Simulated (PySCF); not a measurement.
## Name the molecule from its bond curve

A diatomic of charge 0 contains Bi. Its quartet curve at PBE0 in a double-zeta basis (scalar-relativistic core potentials, PySCF), in eV from the separated fragments:

```json
{"R (Å)": "2.558", "E (eV)": "-0.182"}
{"R (Å)": "2.678", "E (eV)": "-0.393"}
{"R (Å)": "2.796", "E (eV)": "-0.503"}
{"R (Å)": "2.886", "E (eV)": "-0.539"}
{"R (Å)": "2.975", "E (eV)": "-0.547"}
{"R (Å)": "3.064", "E (eV)": "-0.535"}
{"R (Å)": "3.183", "E (eV)": "-0.499"}
{"R (Å)": "3.332", "E (eV)": "-0.436"}
{"R (Å)": "3.510", "E (eV)": "-0.354"}
{"R (Å)": "3.748", "E (eV)": "-0.254"}
```

The fit gives ωe = 183 cm⁻¹ and the rotational constant Bₑ = 0.08936 cm⁻¹.

Which atom is the partner?

The minimum lies at 2.961 Å, so the reduced mass is 16.8576 u Å² cm⁻¹/(Bₑ·Re²) = 21.52 u. With Bi at 208.98 u the partner weighs about 24.0 u: Mg. The molecule is MgBi.

Spin–orbit coupling is left out, which matters for elements this heavy, above all for dissociation energies. The state was picked by a PBE0 search and need not be the measured ground state.
